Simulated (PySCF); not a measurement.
Computed with PySCF 2.14.0 with TPSSh-D3(BJ)/def2-TZVP // B3LYP-D3(BJ)/def2-TZVP. Gas-phase values, no solvent. One relaxed conformer stands for a flexible species; it need not be the lowest. Excitations are Tamm–Dancoff values on a coarser integration grid. The basis has no diffuse functions, so Rydberg states are missing or too high.

Reference species (SMILES): `C/[SiH]=[SiH]/O` (Si–Si–O–H torsion 129°) (neutral, multiplicity 1).

```yaml
S1 excitation (TDA): 3.79 eV
brightest of the four lowest singlets (TDA): 4.25 eV
HOMO–LUMO gap: 3.05 eV
```

After one change: the S1 excitation (TDA) increases by 0.85 eV; the brightest of the four lowest singlets (TDA) rises by 1.44 eV; the HOMO–LUMO gap goes up by 1.80 eV.

Q: Which change was made? The new species is one of these.
A) `C=[SiH]O[SiH3]` (C–Si–O–Si torsion 1°)
B) `O=C[SiH2][SiH3]` (O–C–Si–Si torsion 94°)
C) `O/[SiH]=C/[SiH3]` (H–O–Si–C torsion 180°)
D) `C/[SiH]=[SiH]\O` (Si–Si–O–H torsion 132°)

A: A, `C=[SiH]O[SiH3]` (C–Si–O–Si torsion 1°)
